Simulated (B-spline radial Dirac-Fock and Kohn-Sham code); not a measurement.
## Run log: Au²⁺

ΔSCF core binding energies without Breit or QED terms, calculated with an atomic code on a B-spline grid. Keys: rel is the Hamiltonian (dirac, or spin-free x2c and nr, where L3 and M5 stand for the whole 2p and 3d shells), method is hf or an exchange,correlation pair (spin-unpolarised, also for the hole states), nuc the nuclear model, radius_factor scales its radius, rmax is the box in bohr, h the logarithmic mesh step, order the B-spline order, points the quadrature points per cell, c_factor scales the speed of light, and damp, ndamp, maxit and tol steer the iteration. The run stops when the commutator error falls below 10·tol·max(1, Z/10), or the numerical noise floor, and the energy has settled to about 1e-8 Ha; the virial ratio is −V/T.

Input (task.json):

```json
{"items": [{"Z": 79, "q": 2, "cfg": [[1, 0, 2], [2, 0, 2], [2, 1, 6], [3, 0, 2], [3, 1, 6], [3, 2, 10], [4, 0, 2], [4, 1, 6], [4, 2, 10], [4, 3, 14], [5, 0, 2], [5, 1, 6], [5, 2, 9]], "A": 197, "rrms": 5.4371, "do": "settings", "holes": ["K", "L3", "M5"],
  "settings": [{"rel": "dirac", "method": "hf", "nuc": "fermi", "radius_factor": 1.0, "rmax": 45.0, "h": 0.3, "order": 8, "points": 10, "c_factor": 1.0, "maxit": 60, "damp": 0.5, "ndamp": 3, "tol": 1e-08, "cfg": "1s2 2s2 2p6 3s2 3p6 3d10 4s2 4p6 4d10 4f14 5s2 5p6 5d11"}]}]}
```

Command: `python xray2_run.py task.json out`

The program stops without a result: overfilled shell.

Question: One setting is unsound. Which, and why?

Answer: cfg puts more electrons in a shell than it can hold. With the default settings (Dirac Hartree-Fock): The ground state converged in 10 iterations, with total energy -19034.57192 Ha, virial ratio 1.87133 and highest orbital energy -32.78 eV. ΔSCF binding energies: K (1s) 81185.6 eV, L3 (2p3/2) 11984.3 eV. Holes are computed only in closed shells, and unreliable hole states are left out.
